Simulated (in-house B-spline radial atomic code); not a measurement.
Whole-atom quantities along the 15-electron series, configuration [Ne] 3s2 3p3. Breit and QED terms are first order and not part of the total energy; the density at the nucleus is averaged over the nuclear charge. Computed with an all-electron radial atomic-structure program (B-spline basis): Dirac-Hartree-Fock, average of the configuration, finite nuclei.

| ion | Z | E/Z² (Eh) | Σ<r²> (bohr²) | n(0)/Z³ (bohr⁻³) | Lamb diamagnetic shielding (ppm) | repulsion over attraction | Breit energy (eV) | self-energy (eV) | vacuum polarisation (eV) | Dirac less non-relativistic energy (Eh) |
| --- | --- | --- | --- | --- | --- | --- | --- | --- | --- | --- |
| Sm47+ | 62 | -2.1598 | 0.3734 | 2.1081 | 5234.3 | 0.045883 | 213.03 | 196.22 | -29.931 | -376.45 |
| Eu48+ | 63 | -2.1669 | 0.35907 | 2.1783 | 5341.78 | 0.045119 | 224.42 | 207.98 | -32.184 | -403.58 |
| Gd49+ | 64 | -2.1739 | 0.34549 | 2.2499 | 5450.4 | 0.044376 | 236.23 | 220.28 | -34.581 | -432.24 |
| Tb50+ | 65 | -2.1809 | 0.33262 | 2.3418 | 5560.29 | 0.043652 | 248.47 | 233.15 | -37.141 | -462.54 |
| Dy51+ | 66 | -2.188 | 0.32039 | 2.4063 | 5671.31 | 0.042949 | 261.16 | 246.61 | -39.843 | -494.42 |
| Ho52+ | 67 | -2.195 | 0.30878 | 2.4971 | 5783.71 | 0.042264 | 274.31 | 260.68 | -42.73 | -528.1 |
| Er53+ | 68 | -2.2021 | 0.29773 | 2.5829 | 5897.41 | 0.041596 | 287.93 | 275.39 | -45.791 | -563.56 |
| Tm54+ | 69 | ? | ? | ? | ? | ? | ? | ? | ? | ? |
| Yb55+ | 70 | ? | ? | ? | ? | ? | ? | ? | ? | ? |
| Lu56+ | 71 | -2.2234 | 0.26765 | 2.8699 | 6247.08 | 0.039691 | 331.71 | 323.58 | -56.173 | -681.59 |
| Hf57+ | 72 | ? | ? | ? | ? | ? | ? | ? | ? | ? |
| Ta58+ | 73 | -2.2379 | 0.24985 | 3.104 | 6487.97 | 0.038495 | 363.47 | 359.38 | -64.231 | -770.88 |
| W59+ | 74 | -2.2452 | 0.24154 | 3.2257 | 6610.88 | 0.037918 | 380.16 | 378.48 | -68.633 | -818.94 |
| Re60+ | 75 | -2.2525 | 0.23359 | 3.3563 | 6735.55 | 0.037354 | 397.41 | 398.43 | -73.312 | -869.42 |

(1) Fill in the row of Tm54+.

(2) Fill in the row of Yb55+.

(3) Fill in the row of Hf57+.

(4) With what power of Z does the column «self-energy (eV)» change over this range?

Results:

(1) E/Z² (Eh): -2.2092; Σ<r²> (bohr²): 0.28722; n(0)/Z³ (bohr⁻³): 2.6841; Lamb diamagnetic shielding (ppm): 6012.56; repulsion over attraction: 0.040945; Breit energy (eV): 302.03; self-energy (eV): 290.75; vacuum polarisation (eV): -49.054; Dirac less non-relativistic energy (Eh): -600.94.

(2) E/Z² (Eh): -2.2163; Σ<r²> (bohr²): 0.2772; n(0)/Z³ (bohr⁻³): 2.7729; Lamb diamagnetic shielding (ppm): 6129.06; repulsion over attraction: 0.04031; Breit energy (eV): 316.61; self-energy (eV): 306.81; vacuum polarisation (eV): -52.505; Dirac less non-relativistic energy (Eh): -640.24.

(3) E/Z² (Eh): -2.2306; Σ<r²> (bohr²): 0.25854; n(0)/Z³ (bohr⁻³): 2.9863; Lamb diamagnetic shielding (ppm): 6366.73; repulsion over attraction: 0.039086; Breit energy (eV): 347.33; self-energy (eV): 341.09; vacuum polarisation (eV): -60.083; Dirac less non-relativistic energy (Eh): -725.13.

(4) A fit of the logarithm of its size against log Z from Z = 62 to 75 has slope 3.72. One-loop self-energy scales as Z⁴F(Zα), with F falling from low Z to about Z = 90.
